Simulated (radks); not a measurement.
Initial-state core-level shifts of the iron ion Fe2+ when its valence configuration changes from [Ar] 3d6. Method: scalar-relativistic Kohn-Sham, PBE, spin-polarised, spherical densities, point nucleus; open shells are filled with parallel spins first; computed with a radial shooting solver on a logarithmic mesh with Libxc functionals. Shifts are changes of the shell-averaged eigenvalues in eV (positive: less bound).

[
 {"valence": "3d5 4s1", "1s": "-6.967", "2s": "-7.899", "2p": "-7.819", "3s": "-6.630"},
 {"valence": "3d5 4p1", "1s": "-8.271", "2s": "-9.154", "2p": "-9.073", "3s": "-7.941"},
 {"valence": "3d4 4s1 4p1", "1s": "-17.058", "2s": "-19.157", "2p": "-18.975", "3s": "-15.977"},
 {"valence": "3d4 4s2", "1s": "-16.015", "2s": "-18.074", "2p": "-17.902", "3s": "-14.966"},
 {"valence": "3d3 4s2 4p1", "1s": "-27.192", "2s": "-30.623", "2p": "-30.343", "3s": "-24.876"},
 {"valence": "3d5.5 4s0.5", "1s": "-3.344", "2s": "-3.785", "2p": "-3.746", "3s": "-3.224"},
 {"valence": "3d4 4p2", "1s": "-18.285", "2s": "-20.356", "2p": "-20.169", "3s": "-17.204"},
 {"valence": "3d3.5 4p2.5", "1s": "-23.619", "2s": "-26.364", "2p": "-26.121", "3s": "-21.982"}
]
